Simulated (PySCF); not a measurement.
# Dipole moment and polarisability of Zr(NMe2)F3

Species: Zr(NMe2)F3, C2H6F3NZr (singlet state).
Structure used (PBE0-D3(BJ)/def2-SVP), in Å, numbered top down from 1:
```xyz
13
C2H6F3NZr angstrom
Zr     0.0368    0.0480   -1.8332
N     -0.0078    0.0491    0.1714
C      1.0876   -0.5136    0.9264
C     -1.1209    0.4987    0.9723
H      1.5166    0.2216    1.6333
H      1.9056   -0.8323    0.2576
H      0.7726   -1.3998    1.5096
H     -1.9209    0.9101    0.3357
H     -1.5577   -0.3270    1.5661
H     -0.8196    1.2950    1.6793
F      1.8452    0.3858   -2.3590
F     -1.2496    1.3260   -2.4352
F     -0.4573   -1.7137   -2.4021
```

Level: wB97X-D/def2-SVPD (PySCF), static field, nuclei fixed, core orbitals frozen in the response. The polarisability tensor in these axes (au):

```
x   66.28 -2.97 -0.55
y   -2.97 61.15 -0.01
z   -0.55 -0.01 84.29
```

Question: Diagonalise the tensor; give its mean and Δα, where Δα² is half the sum of the squared differences of the eigenvalues.

Answer: Principal values 59.79, 67.62 and 84.31 au; mean 70.57 au = 10.46 Å³ = 11.64 × 10⁻⁴⁰ C²·m²/J; Δα = 21.69 au (31 % of the mean).

Question: What is the dipole moment, and where does it point?

Answer: (-0.03, 0.31, 2.82) D, 2.84 D in size, pointing from the negative to the positive side. Measured along this direction, the outermost atoms are F13 at the negative end and H10 at the positive end.

Question: Molar refractivity from α?

Answer: Lorentz–Lorenz: R = (4π/3)N_A α = 2.5225 cm³/(mol·Å³) × 10.46 Å³ = 26.4 cm³/mol, in the limit of long wavelengths.

Question: In a dilute gas of rigid molecules at 500 K, how does the orientational term μ²/3kT compare with the electronic polarisability?

Answer: In Gaussian units μ²/3kT = 38.86 Å³ against 10.46 Å³, a ratio of 3.72; the Debye molar polarisation (4π/3)N_A(α + μ²/3kT) is 124.4 cm³/mol, leaving out the vibrational part.

Question: Form Σ f/ω² (atomic units) for the 10 lowest TDDFT singlets, given as eV and f, and set it beside the mean polarisability, which is this sum over all singlets: 4.72, 0.0004; 5.76, 0.0464; 6.01, 0.0381; 6.17, 0.0083; 6.62, 0.0963; 6.71, 0.0078; 7.23, 0.0076; 7.62, 0.0436; 7.65, 0.0015; 7.66, 0.0006.

Answer: They add up to 4.44 au, 6.3 % of the 70.57 au; the largest single term is 1.63 au, from the state at 6.62 eV. Terms in order: 0.01, 1.04, 0.78, 0.16, 1.63, 0.13, 0.11, 0.56, 0.02, 0.01 au. Higher excitations give the rest. The strengths listed sum to 0.251.

Question: Rayleigh depolarisation ratio (linearly polarised light, static tensor)?

Answer: ρ = 3Δα²/(45ᾱ² + 4Δα²) = 1411.6/(224137 + 1882.1) = 0.00625.

Geometry: PBE0-D3(BJ)/def2-SVP; no solvent, vibrations or thermal averaging. Atoms past krypton carry effective core potentials; spin–orbit coupling is left out.
